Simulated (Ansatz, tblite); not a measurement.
Forces on Al3O9H9, a hydroxylated oxide cluster at its r2SCAN-D4/def2-SVP geometry. Charge 0, multiplicity 1.

The xTB rows come from tblite. Single mean-field runs in def2-TZVP are fitted with def2-universal-jkfit.

GFN2-xTB (tblite), largest force 1.09 eV/Å:

```xyz
21
positions Å, forces eV/Å
Al    0.780   -0.171   -1.674    0.326    0.506   -0.198
Al    0.285    1.016    1.238   -0.121    0.268    0.146
Al   -1.263   -1.289   -0.196   -0.309   -0.097    0.393
O     1.593    0.759    2.658    0.136    0.377    0.496
O     0.709    1.511   -2.087    0.351   -0.813   -0.421
O     0.257   -0.313    0.059    0.020    0.428    0.300
O     1.062    2.406    0.602   -0.483   -0.709   -0.540
O     2.158   -0.987   -2.276   -0.758   -0.267    0.626
O    -1.187   -2.935    0.265   -0.493    0.705    0.046
O    -1.036    0.903    2.333   -0.038   -0.189   -0.983
O    -2.652   -0.390    0.328    0.432   -0.156   -0.992
O    -0.814   -1.090   -1.984    0.056   -0.461   -0.251
H     2.185    1.530    2.648   -0.284   -0.385   -0.100
H     1.097    0.764    3.496    0.171   -0.071   -0.473
H     1.229    1.847   -2.824   -0.398   -0.200    0.509
H     1.024    2.462   -0.370    0.096    0.075    0.830
H     2.429   -1.881   -2.054   -0.029    0.520   -0.196
H    -1.860   -3.340    0.817    0.546    0.240   -0.348
H    -1.862    0.563    1.949    0.611    0.241    0.493
H    -3.086    0.288   -0.198    0.189   -0.318    0.456
H    -1.048   -1.653   -2.730   -0.022    0.308    0.207
```

B97M-V/def2-TZVP (Ansatz), largest force 0.52 eV/Å:

```
Al -0.017 -0.104 -0.016
Al -0.022 -0.039 -0.062
Al -0.038 0.044 -0.119
O -0.124 0.326 0.136
O 0.205 -0.284 -0.267
O -0.199 0.207 -0.104
O -0.203 -0.300 -0.226
O -0.181 -0.105 0.188
O -0.223 0.226 0.078
O -0.012 -0.113 -0.374
O 0.095 -0.011 -0.333
O 0.077 -0.082 0.049
H -0.222 -0.296 0.006
H 0.194 -0.003 -0.315
H -0.219 -0.206 0.318
H 0.044 0.003 0.499
H -0.209 0.383 -0.045
H 0.252 0.229 -0.223
H 0.396 0.190 0.223
H 0.248 -0.330 0.166
H 0.159 0.266 0.419
```

PBE0-D4/def2-TZVP (Ansatz), largest force 0.41 eV/Å:

```
Al -0.049 -0.060 0.010
Al -0.007 -0.020 -0.027
Al 0.009 0.051 -0.093
O -0.050 0.294 0.197
O 0.166 -0.164 -0.249
O -0.094 0.138 -0.012
O -0.156 -0.188 -0.168
O -0.127 -0.126 0.144
O -0.185 0.136 0.069
O -0.042 -0.066 -0.264
O 0.041 0.027 -0.263
O 0.017 -0.085 -0.055
H -0.152 -0.240 -0.051
H 0.118 -0.051 -0.261
H -0.176 -0.161 0.266
H 0.039 -0.014 0.343
H -0.160 0.303 -0.038
H 0.199 0.174 -0.174
H 0.287 0.123 0.158
H 0.195 -0.272 0.136
H 0.128 0.203 0.331
```
